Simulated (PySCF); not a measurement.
# From computed data to an observable: entropy of an ideal gas

HOSi, SMILES [OH+]=[Si] (connectivity only; charge and spin as stated), charge +1, multiplicity 1.

The structure is a stationary point at PBE-D3(BJ)/def2-TZVPD. The isomer is the one that the SMILES or the coordinates give; other isomers of the formula were not compared.

PBE-D3(BJ)/def2-TZVPD run with PySCF 2.14.0 gives the harmonic wavenumbers 348, 348, 1084, 3689 cm⁻¹ and the rotational temperature 0.8523 K. The molar mass is 45.09 g/mol, the symmetry number 1, the spin multiplicity 1.

Work out the entropy at 298.15 K and 1 atm in the rigid-rotor, harmonic-oscillator model.


Translation (Sackur–Tetrode at 1 atm): S = R[1.5 ln M + 2.5 ln T − 1.16487] = 156.2 J/(mol K).
Rotation: q = T/(σ θ) = 350, S = R[ln q + 1] = 57.0 J/(mol K).
Vibration: with u = 1.4388 ν/T, each mode gives R[u/(e^u − 1) − ln(1 − e^−u)]:
```
ν (cm⁻¹)  modes     u  S (J/(mol K))
--------  -----  ----  -------------
348           2  1.68           9.83
1084          1  5.23           0.28
```
The stiffer modes add less than 0.005 each. Sum 10.1 J/(mol K).
Spin: R ln 1 = 0.0 J/(mol K).
Total 223.4 J/(mol K); the program's own thermochemistry gives 223.4. Translation makes up 70 % and vibration 5 %. Anharmonicity, hindered rotation and orbital degeneracy are left out.
